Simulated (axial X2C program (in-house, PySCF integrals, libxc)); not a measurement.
## SbS⁻: from the spin-free to the two-component result

Computed with an in-house relativistic program for diatomic molecules. Spin-free means the one-electron spin-free X2C Hamiltonian; two-component (2c) means X2C with spin–orbit coupling and atomic mean-field two-electron Coulomb and Gaunt terms, so the difference of the two also holds small scalar two-electron terms. Basis: Sb dyall-acv3z [12s13p9d5f1g], S dyall-av3z [9s8p3d2f] (cores contracted in-house); Gaussian nuclei, density fitting, unrestricted open shells. Masses: Sb 120.904 u, S 31.972 u.

Spin-free state: M_S = 1, Λ = 0 (beyond evenly filled blocks: π+α, π-α); fragments Sb + S-.

```json
{"level": "PBE0", "Re (Å)": "2.305", "ωe (cm⁻¹)": "423.3", "De (eV)": "3.378", "μ (D)": "-3.55"}
{"level": "M06", "Re (Å)": "2.320", "ωe (cm⁻¹)": "415.5", "De (eV)": "3.784", "μ (D)": "-3.52"}
```

Dipoles are positive if S is the positive end and refer to the centre of mass.

Two-component determinant lowest at the distance of the search:

Ω = 1 (⟨Sz⟩ = 1.00, ⟨Lz⟩ = 0.00 at PBE0); fragments Sb + S-.

```
level  Re (Å)  ωe (cm⁻¹)  De (eV)  μ (D)
 PBE0   2.307      421.4    3.322  -3.54
  M06   2.322      413.2    3.610  -3.50
```

(1) From the two tables, how do the constants change at the PBE0 level (2c against spin-free)?

The state is one determinant whose occupation by symmetry is held fixed; it was picked as the lowest of a PBE0 search that is not exhaustive. Dissociation energies refer to the lowest single-determinant-based atoms at the same level and basis. Density functionals use the spin component along the axis (collinear). The 2c atoms are single determinants rather than J levels; their spin–orbit lowering is only partly caught, and De is too large by that part. This holds for PBE0. PBE0 can misorder states that lie within some tenths of an eV, so this need not be the ground state of the molecule. The nearest other spin-free determinant of the search, M_S = 0, Λ = 2, lies 0.57 eV up at the distance of the search. Without a current term, density functionals place determinants with orbital angular momentum somewhat too high. With several unpaired electrons one determinant need not be a pure state. Open-shell Ω = 0 determinants with evenly filled partner blocks cannot be reached by this program, so the Ω shown need not be the lowest component. This is the Ω = 1 component of a π² triplet; the 0⁺ component is not one determinant and can lie lowest. The highest occupied level of some functionals is positive through self-interaction error; at Hartree–Fock it is bound.

Results:

(1) At the PBE0 level Re goes up by 0.002 Å and ωe drops by 1.9 cm⁻¹; De is not compared, since the atomic limits differ or miss part of their spin–orbit lowering.
